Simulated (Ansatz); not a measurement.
Cl₂H₂NSTa (`[NH2][Ta](=[S])([Cl])[Cl]`). Total charge 0; spin multiplicity 1. Ta: def2 effective core potential.

```json
{"atom": "N1", "x (Å)": "0.010", "y (Å)": "-0.624", "z (Å)": "1.074"}
{"atom": "Ta2", "x (Å)": "-0.007", "y (Å)": "0.336", "z (Å)": "-0.613"}
{"atom": "S3", "x (Å)": "-0.165", "y (Å)": "-1.192", "z (Å)": "-2.112"}
{"atom": "Cl4", "x (Å)": "-1.817", "y (Å)": "1.742", "z (Å)": "-0.673"}
{"atom": "Cl5", "x (Å)": "1.945", "y (Å)": "1.517", "z (Å)": "-0.840"}
{"atom": "H6", "x (Å)": "-0.044", "y (Å)": "-1.625", "z (Å)": "1.195"}
{"atom": "H7", "x (Å)": "0.078", "y (Å)": "-0.155", "z (Å)": "1.969"}
```

(1) List the harmonic frequencies (cm⁻¹, unscaled) at PBE0-D4/def2-TZVP in Ansatz. (An estimate is asked.)

(2) Is this a minimum?

(3) Give the ideal-gas thermochemistry at 298.15 K and 1 bar (rigid rotor, harmonic oscillator; point group Cs, symmetry number 1).

(4) Rotational constants (cm⁻¹)?

Results:

(1) Ansatz gave: 107, 126, 133, 157, 194, 363, 393, 411, 537, 545, 612, 711, 1538, 3555, 3665.

(2) Yes, all 15 modes are real.

(3) Zero-point energy 78.0 kJ/mol; H(298) − E = 100.8 kJ/mol; entropy 381.7 J/(mol·K), of which translation 180.0, rotation 122.7, vibration 79.0; G(298) − E = -13.0 kJ/mol.

(4) 0.05113, 0.0468, 0.03555.
